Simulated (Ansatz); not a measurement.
```xyz
4

N     0.0000    0.0001   -0.5666
N     0.0000   -0.0001    0.5666
H     0.0000    0.9161   -0.8410
H     0.0000   -0.9161    0.8410
```

Basis set: 6-31G* (spherical functions). Correlated methods keep 2 orbitals frozen. Charge 0, multiplicity 1.

Computed with Ansatz (development build ahead of 0.2.0); each method stands on the lowest determinant of its kind that the runs found. Restricted open shells among the atoms or ions are ROHF, correlated in semicanonical orbitals with singles.

Problem. Give the atomization energy at this shape (free ground-state atoms in the same class of orbitals less the molecule, no zero-point energy) of singlet N₂H₂ by RHF-MP2, RHF.

Solution.

```csv
method,atomization energy
RHF-MP2,9.85 eV
RHF,5.73 eV
```

Caution: no unrestricted run beside it, a lower state can exist; the shape is not the minimum.
